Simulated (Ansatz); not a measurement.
Molecule: LaO (charge +1, singlet). 
Structure (B3LYP-D3(BJ)/def2-TZVP (Ansatz, a program for electronic structure) minimum search):
SMILES: [La+]=[O]
```xyz
2

La     0.0000     0.0000    -0.2312
O      0.0000     0.0000     1.6475
```
Charge +1, spin multiplicity 1.

Property: vertical electron affinity (to the doublet state of charge +0; a negative value means that the extra electron is unbound and the number depends on the basis; each state is the SCF solution reached for its spin; for the singlet T1 is 0.026), in eV. Correlated levels leave the core frozen unless marked. UHF or UKS for open shells. Spin-orbit coupling is left out. Frozen are the shells of the preceding noble gas and the d and f shells that filled before the atom's block. In def2 rows, elements after Kr have scalar-relativistic effective core potentials. CBS marks a two-point X^-3 extrapolation of the correlation energy; Hartree-Fock from the larger set.

```json
[
 {"level": "SVWN5/def2-TZVPD", "program": "Ansatz", "vertical electron affinity (eV)": "5.67"},
 {"level": "PBE/def2-TZVPD", "program": "Ansatz", "vertical electron affinity (eV)": "5.46"},
 {"level": "r2SCAN/def2-TZVPD", "program": "Ansatz", "vertical electron affinity (eV)": "5.34"},
 {"level": "B3LYP/def2-TZVPD", "program": "Ansatz", "vertical electron affinity (eV)": "5.54"},
 {"level": "PBE0/def2-TZVPD", "program": "Ansatz", "vertical electron affinity (eV)": "5.41"},
 {"level": "BHLYP/def2-TZVPD", "program": "Ansatz", "vertical electron affinity (eV)": "5.38"},
 {"level": "CAM-B3LYP/def2-TZVPD", "program": "Ansatz", "vertical electron affinity (eV)": "5.48"},
 {"level": "wB97M-V/def2-TZVPD", "program": "Ansatz", "vertical electron affinity (eV)": "5.24"},
 {"level": "wB97X-V/def2-TZVPD", "program": "Ansatz", "vertical electron affinity (eV)": "5.20"},
 {"level": "wB97X/def2-TZVPD", "program": "Ansatz", "vertical electron affinity (eV)": "5.10"},
 {"level": "CCSD/def2-SVPD", "program": "Ansatz", "vertical electron affinity (eV)": "5.04"},
 {"level": "CCSD/def2-TZVPPD", "program": "Ansatz", "vertical electron affinity (eV)": "5.05"},
 {"level": "CCSD/def2-QZVPPD", "program": "Ansatz", "vertical electron affinity (eV)": "5.06"},
 {"level": "CCSD/CBS(def2-TZVPPD,def2-QZVPPD)", "program": "Ansatz", "vertical electron affinity (eV)": "5.06"},
 {"level": "CCSD(T)/def2-SVPD", "program": "Ansatz", "vertical electron affinity (eV)": "5.04"},
 {"level": "CCSD(T)/def2-TZVPPD", "program": "Ansatz", "vertical electron affinity (eV)": "5.05"},
 {"level": "CCSD(T)/def2-QZVPPD", "program": "Ansatz", "vertical electron affinity (eV)": "5.06"},
 {"level": "CCSD(T)/CBS(def2-TZVPPD,def2-QZVPPD)", "program": "Ansatz", "vertical electron affinity (eV)": "5.07"}
]
```
